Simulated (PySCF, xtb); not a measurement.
# CH2OSn: which of two structures lies lower

We compare X, a singlet given by its coordinates, with Y, `[CH2]1[O][Sn]1`, a singlet. Both are isolated molecules in the gas phase, relaxed with B3LYP-D3(BJ)/def2-SVP.

X (Å):

| atom | x (Å) | y (Å) | z (Å) |
| --- | --- | --- | --- |
| C | 0.6590 | 0.7796 | 0.6431 |
| O | 0.7532 | 1.9066 | 0.6758 |
| Sn | 0.3048 | -1.5716 | 0.4381 |
| H | 0.4138 | -1.4295 | 2.2173 |
| H | 2.0847 | -1.5120 | 0.2768 |

Close contacts (Å): C1–O2 1.13, C1–Sn3 2.39, Sn3–H4 1.79, Sn3–H5 1.79.

Y (Å):

```xyz
5

C     0.1954    0.1726    0.2805
O    -0.9489    0.1191   -0.5213
Sn   -1.2585    1.8106    0.6303
H     0.2962   -0.6314    1.0289
H     1.1409    0.3890   -0.2448
```

Q: Estimate which is lower in electronic energy at CCSD(T)/def2-TZVP, and by roughly how much.

A: The CCSD(T)/def2-TZVP calculation puts structure Y lower, by 0.136 eV.

The same difference at several levels:

```csv
level,geometry,E(Y) − E(X) (eV),departure from the last row (eV),"job, with rough time for the two"
GFN2-xTB,GFN2-xTB,−0.604,−0.468,"optimisation, 0.48 s"
HF/STO-3G,GFN2-xTB,−0.796,−0.660,"single point, 4.1 s"
r2SCAN-D4/def2-SVP,GFN2-xTB,−0.210,−0.074,"single point, 25 s"
B3LYP-D3(BJ)/def2-SVP,B3LYP-D3(BJ)/def2-SVP,−0.026,+0.110,"optimisation, 2.2 min"
HF/def2-TZVP,B3LYP-D3(BJ)/def2-SVP,+0.664,+0.800,part of the CCSD(T) run
MP2/def2-TZVP,B3LYP-D3(BJ)/def2-SVP,−0.336,−0.200,part of the CCSD(T) run
CCSD(T)/def2-TZVP,B3LYP-D3(BJ)/def2-SVP,−0.136,,"single point, 5.5 min"
```

HF/def2-TZVP puts the two in the other order. The largest departure from CCSD(T)/def2-TZVP is that of HF/def2-TZVP, 0.800 eV.

With thermal terms from frequencies at re-optimised GFN2-xTB minima (ideal gas, soft modes damped towards free rotors, one conformer each, 298.15 K, 1 atm): the zero-point term adds +0.297 eV; ΔH is +0.123 and ΔG +0.194 eV. The zero-point term alone reverses the order. The free energy reverses the electronic order.

The T1 diagnostic of structure Y is large, so the coupled-cluster value is less sure. The correlated steps freeze 6 core orbitals; the filled d shell of Sn is correlated, in a basis made for valence electrons. Atoms past krypton carry core potentials in the def2 sets, other sets are all-electron and non-relativistic, and no spin–orbit term is included. Codes used: PySCF 2.14.0, xtb 6.7.1; the last row on 2 threads of Intel(R) Xeon(R) Processor @ 2.50GHz (Skylake/Cascade Lake) on a shared host.
